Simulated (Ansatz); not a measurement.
Two members of one family (GaN nanocrystals, H-capped) that differ in charge, which shifts all levels, computed with Ansatz in the gas phase. The two geometries come from different levels. The structures are stationary points that may keep the symmetry of their start.

First: Ga9N9H24, cut from wurtzite (singlet, charge 0, PBE-D4/def2-SVP geometry).

Cartesian coordinates in Å:
```
Ga -3.400 -1.295 1.567
N -1.798 -2.075 2.585
N -2.401 -0.204 0.213
Ga -1.420 1.282 1.065
Ga 0.048 -1.582 1.994
N 0.108 0.390 1.997
N -0.563 2.322 -0.378
Ga 0.398 3.927 0.346
Ga 1.898 0.960 1.398
N 1.869 2.961 1.403
Ga -1.382 -1.354 -1.028
N 0.142 -2.031 0.075
N -0.527 -0.168 -2.355
Ga 0.566 1.320 -1.653
Ga 1.934 -1.547 -0.591
N 1.930 0.424 -0.499
Ga 0.474 -1.219 -3.740
N 1.939 -2.007 -2.538
H -4.132 -0.343 2.603
H -4.095 -2.535 0.866
H -1.899 -1.827 3.581
H -1.881 -3.103 2.574
H -3.149 0.234 -0.352
H -2.278 2.143 2.073
H 1.130 -2.288 2.903
H 0.037 0.672 2.987
H -1.334 2.727 -0.936
H -0.495 4.651 1.437
H 1.152 4.686 -0.822
H 3.101 0.420 2.270
H 1.825 3.283 2.381
H 2.782 3.300 1.066
H -2.209 -2.544 -1.649
H 0.090 -3.061 0.024
H -1.299 0.270 -2.886
H 1.252 2.210 -2.761
H 3.139 -2.251 0.150
H 2.847 0.725 -0.863
H -0.393 -2.459 -4.214
H 1.227 -0.238 -4.731
H 1.912 -3.033 -2.631
H 2.853 -1.742 -2.932
```

```csv
level,HOMO (eV),LUMO (eV),gap (eV)
PBE-D4/def2-SVP,-6.17,-0.98,5.18
PBE0-D4/def2-SVP,-7.43,-0.15,7.28
```

Second: Ga9N10H26⁺, cut from wurtzite (singlet, charge 1, r2SCAN-D4/def2-SVP geometry).

```tsv
atom	x (Å)	y (Å)	z (Å)
N1	-1.7828	1.6429	2.3658
Ga2	-3.4026	1.7050	1.0655
N3	1.3576	1.1140	2.7769
Ga4	2.0915	-0.7181	3.2710
Ga5	-0.1366	1.0972	1.4947
N6	-0.3739	-0.7090	0.8596
N7	-2.5069	0.9907	-0.5925
Ga8	-1.9490	-0.8787	-0.3774
N9	2.6923	-1.2576	1.4035
Ga10	1.2533	-1.3719	0.0629
N11	0.9557	-3.2183	-0.4538
N12	-1.1047	-1.4991	-2.0370
Ga13	-0.5154	-3.4228	-1.9071
N14	0.2745	2.1716	-0.0343
Ga15	-1.2364	2.2835	-1.3048
Ga16	2.0237	1.6444	-0.8703
N17	1.6345	-0.2445	-1.4354
N18	-0.5104	1.4288	-2.9600
Ga19	0.2780	-0.4055	-2.8649
H20	-2.0343	1.0191	3.1386
H21	-1.7139	2.5747	2.7847
H22	-4.3916	0.6357	1.6188
H23	-3.6525	3.2356	0.8747
H24	1.0973	1.5837	3.6507
H25	2.1295	1.6733	2.3951
H26	0.8365	-1.6048	3.5819
H27	3.3539	-0.5214	4.1563
H28	-0.5849	-1.2996	1.6724
H29	-3.3004	0.9653	-1.2482
H30	-3.0306	-1.8286	0.2119
H31	3.1953	-2.1463	1.4897
H32	3.3992	-0.5819	1.0887
H33	0.6820	-3.8020	0.3418
H34	1.7987	-3.6592	-0.8326
H35	-1.8693	-1.5754	-2.7210
H36	-1.6353	-4.2595	-1.2175
H37	0.2959	-3.7811	-3.1925
H38	0.4383	3.1394	0.2711
H39	-1.7267	3.7323	-1.5836
H40	3.0678	1.5403	0.3227
H41	2.2915	2.5274	-2.1325
H42	2.5150	-0.5500	-1.8682
H43	-1.2527	1.4213	-3.6683
H44	0.1963	2.0580	-3.3580
H45	0.8526	-0.8489	-4.2391
```

Estimate how these quantities change from the first to the second (second minus first).


| level | Δ HOMO (eV) | Δ LUMO (eV) | Δ gap (eV) |
| --- | --- | --- | --- |
| PBE-D4/def2-SVP | -3.07 | -3.27 | -0.20 |
| PBE0-D4/def2-SVP | -3.06 | -3.28 | -0.22 |
